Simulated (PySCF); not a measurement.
Compound: C5H6F4O.
Atom-mapped SMILES: `[CH2:1]=[CH:2][C@:3]([F:4])([O:5][CH3:6])[C:7]([F:8])([F:9])[F:10]` (hydrogens: H11, H12 on C1; H13 on C2; H14, H15, H16 on C6)

Geometry (PBE0-D3(BJ)/def2-SVP, Å), atoms numbered from 1 in this order:
```
atom  x, y, z in Å
C1     2.4116   -0.9819    0.3735
C2     1.2522   -0.6303    0.9187
C3     0.1356   -0.0095    0.1297
F4     0.5662    0.3427   -1.1266
O5    -0.2946    1.0831    0.8243
C6    -1.2900    1.9112    0.2508
C7    -0.9933   -1.0426   -0.1259
F8    -1.5795   -1.3650    1.0253
F9    -1.9276   -0.5612   -0.9458
F10   -0.5052   -2.1491   -0.6748
H11    2.5998   -0.8329   -0.6925
H12    3.2082   -1.4218    0.9777
H13    1.0354   -0.7668    1.9814
H14   -1.1268    2.0441   -0.8285
H15   -2.3008    1.5086    0.4211
H16   -1.2032    2.8845    0.7499
```

The calculation used PySCF 2.14.0, density-fitted response routines, TDDFT wB97X-D/def2-SVPD, vertical, gas phase, core orbitals frozen in the response.

Ground-to-excited transition dipoles (e·a0, same axes as the geometry; the sign carries no meaning), for the states with f of 0.002 or more among the lowest 6:

```json
{"state": "S1", "E (hartree)": "0.2781", "μx": "-0.433", "μy": "0.067", "μz": "0.042"}
{"state": "S2", "E (hartree)": "0.2814", "μx": "1.339", "μy": "-0.528", "μz": "-0.314"}
{"state": "S3", "E (hartree)": "0.3044", "μx": "-0.278", "μy": "-0.319", "μz": "-0.036"}
{"state": "S4", "E (hartree)": "0.3063", "μx": "0.319", "μy": "0.198", "μz": "-0.029"}
{"state": "S6", "E (hartree)": "0.3262", "μx": "0.134", "μy": "0.169", "μz": "-0.025"}
```

Task: Work out the oscillator strengths.

Result: f = (2/3) ΔE |μ|² with ΔE in hartree (27.2114 eV).

```tsv
state	|μ|² (au)	|μ| (D)	f
S1	0.193	1.12	0.036
S2	2.170	3.74	0.407
S3	0.180	1.08	0.036
S4	0.142	0.96	0.029
S6	0.047	0.55	0.010
```

Task: Which bond between heavy atoms lies closest to the direction of the S2 transition dipole?

Result: C1–C2, at 13° from it; next O5–C6 at 40°.

Task: What angle do the transition dipoles of S2 and S3 make?

Result: |cos θ| = |μa·μb| / (|μa| |μb|) = 0.31, so θ ≈ 72° (taken between 0 and 90°, since the signs are arbitrary).

Task: How is the summed strength of these states shared among x, y and z?

Result: (2/3) Σ ΔE μα² gives 0.411 for x, 0.088 for y and 0.019 for z, 0.519 in all.

Task: What peak molar absorption coefficient would the strongest computed level give as a lone Gaussian band 0.5 eV wide at half height?

Result: ε(max) = 2.175×10⁸ f / FWHM, with the width in cm⁻¹. S2: 2.175×10⁸ × 0.4072 / 4033 ≈ 22000 L mol⁻¹ cm⁻¹.

One conformer stands for the species.
